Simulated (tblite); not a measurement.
Run record: tight-binding relaxation, `[GeH2][OH]` [radical].

Computed with GFN2-xTB geometry optimisation, gas phase (tblite 0.8.0). Start geometry: from a force field or distance geometry. The input is one job of a driver script: a line of settings, then coordinates in Å.

Command:
```bash
OMP_NUM_THREADS=1 python probes_run.py task.json out
```

Input:
```
{"job": {"kind": "relax", "xc": "GFN2-xTB", "basis": "xTB"}, "charge": 0, "multiplicity": 2}
O      1.167300    -0.406400     0.363300
Ge    -0.596400     0.008800     0.491000
H      1.559300     0.047000    -0.420300
H     -1.362600    -1.065300    -0.335100
H     -0.759000     1.418800    -0.116000
```

Output:
```
step      E/eV     max force
  0    -203.76259    1.572
  1    -203.82185    1.062
  2    -203.86080    0.654
  3    -203.88942    0.367
  4    -203.89321    0.276
  5    -203.89698    0.116
  6    -203.89832    0.117
  7    -203.90009    0.158
  8    -203.90212    0.210
  9    -203.90477    0.212
... (18 lines left out)
 28    -203.99819    0.082
 29    -203.99915    0.078
 30    -203.99957    0.162
 31    -203.99993    0.088
 32    -204.00045    0.076
 33    -204.00173    0.088
 34    -204.00224    0.083
 35    -204.00283    0.052
 36    -204.00293    0.027
 37    -204.00295    0.008
```

«max force» is the largest atomic force in eV/Å.

Problem. From which step on does the largest force stay under 0.1 eV/Å, and how much energy is left to gain from there?

Solution. From step 31 (0.088 eV/Å), 3.0 meV above the end.

Main results: energy lowered by 5.5 kcal/mol over 37 steps; largest atomic force 0.008 eV/Å at the end.

On an Arm Neoverse V1 with one thread, no GPU, shared host, this took under 0.1 s wall.
Labels such as C1 count atoms from 1, the log's own numbers from 0.
